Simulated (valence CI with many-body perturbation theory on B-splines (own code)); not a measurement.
Sensitivity of CI+MBPT for Ge18+

Calculated by relativistic CI+MBPT: four valence electrons over a frozen Dirac-Fock core [Ne], a basis of 6 s, 6 p, 5 d, 3 f, 1 g functions for each j, with the one-electron correlation potential Σ1, the two-electron term Σ2, the three-electron term Σ3, Breit, model QED; selected CI, second order for the rest, scaled by the run's own slope (own B-spline code, finite nucleus).

No measured spectrum was set against this ion. As an estimate, levels of excited configurations hold to 0.05 to 0.15 % of their energy, terms of the ground configuration to about 0.5 %.

The reference run has the lowest level 3s2 3p2 3P_0 and an ionisation energy of 704.537 eV. Its largest variational space holds 9999 state functions.

Names give the largest LS component (configuration and term), which can be under half, so a name can repeat, a term be missing and a line seem to break the LS rules; names also repeat where a configuration has a term twice.

Changed runs:
A. averaging of valence orbitals over low configurations on → off
B. box radius (bohr) 4.4362 → 9.48
C. cutoff of virtual states (hartree) 2048 → 3240
D. scale of Σ1 1 → 0 (bad on purpose)

Excitation energies of the reference run in cm⁻¹, and shifts in cm⁻¹:

| Level | Reference | A | B | C | D |
| --- | --- | --- | --- | --- | --- |
| 3s2 3p2 3P_1 | 34035 | +1.4 | -0.1 | +2.3 | -145 |
| 3s2 3p2 3P_2 | 53482 | 0 | -0.1 | +2.7 | -178 |
| 3s2 3p2 1D_2 | 108872 | -1.5 | -0.1 | +4.7 | -314 |
| 3s2 3p2 1S_0 | 168509 | -6.2 | +0.1 | +4.7 | -322 |
| 3s 3p3 5S°_2 | 349050 | +5.4 | -0.2 | +1.3 | +791 |
| 3s 3p3 3D°_1 | 444343 | +5.1 | -0.2 | +3.4 | +769 |
| 3s 3p3 3D°_2 | 446250 | +5.2 | -0.2 | +3.5 | +742 |
| 3s 3p3 3D°_3 | 459447 | +5.4 | -0.2 | +4.5 | +678 |
| 3s 3p3 3P°_0 | 512151 | +2.4 | -0.1 | +4.4 | +665 |
| 3s 3p3 3P°_1 | 516235 | +2.9 | -0.1 | +4.9 | +643 |
| 3s 3p3 3P°_2 | 518019 | +4.2 | -0.1 | +6.6 | +645 |
| 3s 3p3 1D°_2 | 564021 | +5.7 | -0.3 | +12 | +584 |
| Ionisation energy (eV) | 704.537 | -0.0012 | -9e-05 | +0.0026 | -0.760 |
